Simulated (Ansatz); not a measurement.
```tsv
atom	x (Å)	y (Å)	z (Å)
P	0.0000	0.0000	0.0000
H	0.0000	1.9996	0.0000
Li	0.0000	-3.4052	0.0000
```

Basis set: pcseg-2 (spherical functions). Charge 0, multiplicity 2.

Computed with Ansatz (development build ahead of 0.2.0); each method stands on the lowest determinant of its kind that the runs found. Restricted functionals stand beside restricted open-shell atoms, which can lie above the unrestricted atoms usual in DFT and then raise those values.

Question: Give the atomization energy at this shape (free ground-state atoms in the same class of orbitals less the molecule, no zero-point energy) of doublet LiPH by PBE (unrestricted), PBE (restricted open-shell).

Answer:

| method | atomization energy |
| --- | --- |
| PBE (unrestricted) | 2.23 eV |
| PBE (restricted open-shell) | 1.92 eV |

Caution: the shape is not the minimum. Caution for PBE (unrestricted): the unrestricted determinant is spin contaminated.
